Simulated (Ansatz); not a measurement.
Stepwise reaction of `N[SiH2][SiH](N)F` with hydrogen fluoride, as a gas-phase model of exchange steps in deposition or etching. ΔE in kJ/mol.

Computed with Ansatz on PBE0-D4/def2-TZVP structures; ΔE is electronic, products minus reactants. CCSD(T)/CBS is the MP2 limit (def2-TZVPP, def2-QZVPP) plus CCSD(T) − MP2 in def2-TZVPP, frozen cores. This one scheme is used for every species. DFT in def2-TZVPP. B3LYP here is the variant with VWN-RPA as its local correlation; programs differ in this. Each species was taken in one conformer, which may not be the lowest.

| step | reaction | PBE-D4 | B3LYP-D4 | ωB97M-V | CCSD(T)/CBS |
| --- | --- | --- | --- | --- | --- |
| 1 | `N[SiH2][SiH](N)F` + H–F → `N[SiH](F)[SiH2]F` + NH₃ | -75.6 | -82.7 | -81.1 | -78.6 |

(1) Give the row of step 2, `N[SiH](F)[SiH2]F` + H–F → `F[SiH2][SiH](F)F` + NH₃. (Best estimate.)

(2) By hand: ΔE of the 2 steps together at CCSD(T)/CBS.

Answers

(1) Ansatz gave: 
| step | reaction | PBE-D4 | B3LYP-D4 | ωB97M-V | CCSD(T)/CBS |
| --- | --- | --- | --- | --- | --- |
| 2 | `N[SiH](F)[SiH2]F` + H–F → `F[SiH2][SiH](F)F` + NH₃ | -68.8 | -75.4 | -73.7 | -72.5 |

(2) (-78.6) + (-72.5) = -151.1 kJ/mol, or -75.5 kJ/mol a step.

In ΔE each step is higher than the one before. All are downhill at CCSD(T)/CBS. PBE-D4 differs from CCSD(T)/CBS by 3.0 to 3.7 kJ/mol a step. Only this route is followed, and other bonds may react first. Isolated molecules leave out the surface, adducts and barriers. Largest T1 diagnostic: 0.012.
